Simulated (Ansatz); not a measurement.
System: GaO3, net charge 0, doublet state. It need not be the lowest isomer of its formula. SMILES: [O][Ga]1[O][O]1
Geometry: optimised at B3LYP-D3(BJ)/def2-TZVP (Ansatz, a program for electronic structure).

Computed values are from Ansatz. Correlated levels leave the core frozen unless marked. Open shells are spin-unrestricted. Spin-orbit coupling is left out. Frozen are the shells of the preceding noble gas and the d and f shells that filled before the atom's block. Non-relativistic. CBS marks a two-point X^-3 extrapolation of the correlation energy; Hartree-Fock from the larger set. The bracket is a focal-point correction in the basis named.

Problem. What is the dipole moment at CCSD(T)/aug-cc-pVDZ?

Solution. 3.11 D.

Problem. What is the atomisation energy De at RI-MP2/CBS(cc-pVTZ,cc-pVQZ)+[CCSD(T)-MP2]/cc-pVTZ?

Solution. 1014.1 kJ/mol.

Problem. What is the T1 diagnostic at CCSD/cc-pVTZ?

Solution. 0.026.

Problem. What is the vertical electron affinity (to the singlet; negative means unbound) at RI-MP2/CBS(aug-cc-pVTZ,aug-cc-pVQZ)+[CCSD(T)-MP2]/aug-cc-pVDZ?

Solution. 2.78 eV.

Problem. What is the total energy at RI-MP2/CBS(cc-pVTZ,cc-pVQZ)+[CCSD(T)-MP2]/cc-pVTZ?

Solution. -2148.7158 Eh.
